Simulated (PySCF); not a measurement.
CH₄BrFOSi, SMILES O[Si](C)(Br)F.

The structure is a stationary point at PBE0-D3(BJ)/def2-SVP. The structure was generated by enumeration, and PubChem lists no compound with its InChIKey, so it may never have been made. One conformer was computed; it need not be the lowest.

These are PBE/def2-TZVP run with PySCF values and carry that method's errors.

Gas-phase values at a fixed geometry.

```yaml
total_energy: -3078.75725 hartree
highest_occupied_level: -7.29 eV
lowest_empty_level: -0.40 eV
orbital_gap: 6.88 eV
dipole_moment: 1.16 D
quadrupole, principal values (traceless, Buckingham form, about the centre of nuclear charge): -6.30, -2.64, 8.95 D·Å
mean_static_polarisability: 59.1 bohr³ (8.76 Å³)
polarisability_principal_values: 50.0, 56.8, 70.5 bohr³
```
